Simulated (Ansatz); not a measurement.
H2ISi (SMILES [SiH2]I) moved off its minimum; all values from Ansatz (a program for electronic structure), cores frozen in correlated methods. Open shells are unrestricted. Elements past Kr take the def2 small-core potentials, without spin–orbit coupling.
(charge 0, multiplicity 2)
```xyz
4

Si    -1.84850    -0.04471     0.39231
I      0.57118    -0.04259    -0.15609
H     -2.33647     1.18891    -0.06828
H     -2.39290    -1.27387    -0.06570
```

### Question
Give the forces (eV/Å), the total energy and the dipole at CCSD(T)/def2-TZVPPD.

### Answer

```json
[
 {"atom": "Si1", "Fx": "1.846", "Fy": "-0.304", "Fz": "1.221"},
 {"atom": "I2", "Fx": "-0.315", "Fy": "-0.038", "Fz": "0.085"},
 {"atom": "H3", "Fx": "-0.849", "Fy": "1.202", "Fz": "-0.708"},
 {"atom": "H4", "Fx": "-0.681", "Fy": "-0.860", "Fz": "-0.598"}
]
```
Energy -587.0492 hartree, dipole 1.34 D.
